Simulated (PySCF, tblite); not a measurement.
A set of runs on `BOB(F)[C@@H]1C[C@@H]1F`; the geometry of each is named by its level. Settings lines and outputs come from a driver script.

Species: C3H6B2F2O.
SMILES with atom numbers: `[BH2:1][O:2][B:3]([F:4])[C@@H:5]1[CH2:6][C@@H:7]1[F:8]` (hydrogens: H9, H10 on B1; H11 on C5; H12, H13 on C6; H14 on C7)

Step 1: GFN2-xTB geometry optimisation, gas phase (tblite 0.8.0) (from a force-field or distance-geometry start)
```json
{"job": {"kind": "relax", "xc": "GFN2-xTB", "basis": "xTB"}, "charge": 0, "multiplicity": 1}
```
```
step      E/eV     max force
  0    -695.09883    4.136
  1    -695.65160    2.483
  2    -695.92316    1.869
...
107    -696.57473    0.016
108    -696.57477    0.018
109    -696.57481    0.023
110    -696.57484    0.017
111    -696.57485    0.007
```

Energy lowered by 34.0 kcal/mol over 111 steps; largest atomic force 0.007 eV/Å at the end. «max force» is the largest atomic force in eV/Å.

On one thread, Arm Neoverse V1 (aarch64), shared host with 64 logical CPUs at a one-minute load of 18, this took 0.57 s wall.

Step 2: GFN2-xTB harmonic vibrations, gas phase (tblite 0.8.0) (on the GFN2-xTB geometry)
```json
{"job": {"kind": "ir", "xc": "GFN2-xTB", "basis": "xTB"}, "charge": 0, "multiplicity": 1}
```
```
(table of modes left out)
```

36 modes from 32 to 3119 cm⁻¹ (unscaled, harmonic); zero-point energy 59.3 kcal/mol; all wavenumbers are real at this level.

On one thread, Arm Neoverse V1 (aarch64), shared host with 64 logical CPUs at a one-minute load of 18, this took 0.34 s.

Step 3: TDDFT B3LYP/def2-SVPD, vertical, gas phase, core orbitals frozen in the response (PySCF 2.14.0, density-fitted response routines) (on the GFN2-xTB geometry)
```json
{"job": {"kind": "uv", "xc": "B3LYP", "basis": "def2-SVPD", "nstates": 8, "ntriplets": 3}, "charge": 0, "multiplicity": 1}
```
```
...
Static polarisability (au): isotropic 66.817, principal 56.172 58.751 85.530
Singlet excitations
state   eV       nm        f      main configurations
  1   5.9324    209.0   0.00011   H->L 0.41, H-1->L 0.39, H-2->L 0.20
  2   6.5592    189.0   0.01164   H->L 0.59, H-1->L 0.30, H-2->L 0.10
  3   7.0074    176.9   0.00526   H-2->L 0.68, H-1->L 0.30
  4   7.1809    172.7   0.08546   H->L+1 0.91
  5   7.5220    164.8   0.00446   H->L+2 0.82, H-1->L+1 0.10
  6   7.5552    164.1   0.26486   H-1->L+1 0.74, H->L+2 0.09
  7   7.8634    157.7   0.01448   H-1->L+2 0.71, H->L+3 0.23
  8   7.9582    155.8   0.04872   H-3->L 0.90
Triplet excitations (Tamm-Dancoff, eV): 5.4280 6.4604 6.6238
```

HOMO -8.20 eV, LUMO -1.12 eV; lowest singlet 5.93 eV; lowest triplet 5.43 eV (Tamm–Dancoff); mean polarisability 66.8 au.

On an Arm Neoverse V1 with one thread (shared host), this took 44 s and 0.84 GiB of memory at its peak.

Geometry of the electronic-property runs (GFN2-xTB):
```
atom  x, y, z in Å
B1     3.0212    0.0203    1.0349
O2     1.8555    0.0414    0.4508
B3     0.7134    0.0889   -0.1766
F4     0.7243    0.5240   -1.4471
C5    -0.6525   -0.3715    0.4694
C6    -1.8782   -0.5631   -0.4048
C7    -1.8296    0.5689    0.5510
F8    -1.6948    1.8332    0.0653
H9     3.3842    0.9682    1.6319
H10    3.6769   -0.9563    0.9683
H11   -0.5657   -1.0332    1.3240
H12   -1.7623   -0.3244   -1.4507
H13   -2.5452   -1.3854   -0.1993
H14   -2.4479    0.5885    1.4408
```

 (This holds for the electronic-property runs.)

One conformer stands for the species.
